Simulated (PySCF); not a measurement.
C₂H₇NSi₃. Atoms are numbered in the order given.

```xyz
13

C      3.3234     0.6881     0.0000
C      2.2719     0.0730     0.0000
Si     0.6653    -0.8022     0.0000
Si    -0.9829     0.0794     1.4469
N     -1.8769     0.5396     0.0000
Si    -0.9829     0.0794    -1.4469
H      4.2528     1.2278     0.0000
H      0.8783    -2.2761     0.0000
H     -0.5727     1.2330     2.3047
H     -1.7185    -0.8839     2.3243
H     -2.7760     1.0158     0.0000
H     -1.7185    -0.8839    -2.3243
H     -0.5727     1.2330    -2.3047
```

The structure is a stationary point at B3LYP-D3(BJ)/def2-SVP. The structure was generated by enumeration, and PubChem lists no compound with its InChIKey, so it may never have been made.

Calculation: PBE0/def2-TZVP run with PySCF.

Atomic charges (e):

```json
[
 {"atom": "C1", "Mulliken": "-0.18", "Löwdin": "-0.09"},
 {"atom": "C2", "Mulliken": "-0.16", "Löwdin": "-0.23"},
 {"atom": "Si3", "Mulliken": "0.10", "Löwdin": "0.16"},
 {"atom": "Si4", "Mulliken": "0.24", "Löwdin": "___"},
 {"atom": "N5", "Mulliken": "-0.53", "Löwdin": "-0.21"},
 {"atom": "Si6", "Mulliken": "0.24", "Löwdin": "___"},
 {"atom": "H7", "Mulliken": "0.18", "Löwdin": "___"},
 {"atom": "H8", "Mulliken": "0.00", "Löwdin": "-0.01"},
 {"atom": "H9", "Mulliken": "-0.03", "Löwdin": "___"},
 {"atom": "H10", "Mulliken": "-0.03", "Löwdin": "___"},
 {"atom": "H11", "Mulliken": "0.22", "Löwdin": "___"},
 {"atom": "H12", "Mulliken": "-0.03", "Löwdin": "___"},
 {"atom": "H13", "Mulliken": "-0.03", "Löwdin": "___"}
]
```

### Question
Some entries are withheld; supply them. (The exact figures need the calculation; the answer reports its results.)

### Answer

- Si4, Löwdin: 0.12
- Si6, Löwdin: 0.12
- H7, Löwdin: 0.13
- H9, Löwdin: -0.04
- H10, Löwdin: -0.04
- H11, Löwdin: 0.16
- H12, Löwdin: -0.04
- H13, Löwdin: -0.04

### Question
Give the Mayer and Wiberg (Löwdin basis) orders of the bonds. (The exact figures need the calculation; the answer reports its results.)

### Answer

```json
[
 {"bond": "C1–C2", "Mayer": "2.63", "Wiberg": "2.98"},
 {"bond": "C2–Si3", "Mayer": "1.07", "Wiberg": "1.21"},
 {"bond": "Si3–Si4", "Mayer": "0.91", "Wiberg": "1.00"},
 {"bond": "Si4–N5", "Mayer": "1.12", "Wiberg": "1.39"},
 {"bond": "Si3–Si6", "Mayer": "0.91", "Wiberg": "1.00"},
 {"bond": "N5–Si6", "Mayer": "1.12", "Wiberg": "1.39"},
 {"bond": "C1–H7", "Mayer": "0.97", "Wiberg": "0.92"},
 {"bond": "Si3–H8", "Mayer": "0.92", "Wiberg": "0.89"},
 {"bond": "Si4–H9", "Mayer": "0.92", "Wiberg": "0.94"},
 {"bond": "Si4–H10", "Mayer": "0.92", "Wiberg": "0.94"},
 {"bond": "N5–H11", "Mayer": "0.89", "Wiberg": "0.92"},
 {"bond": "Si6–H12", "Mayer": "0.92", "Wiberg": "0.94"},
 {"bond": "Si6–H13", "Mayer": "0.92", "Wiberg": "0.94"}
]
```
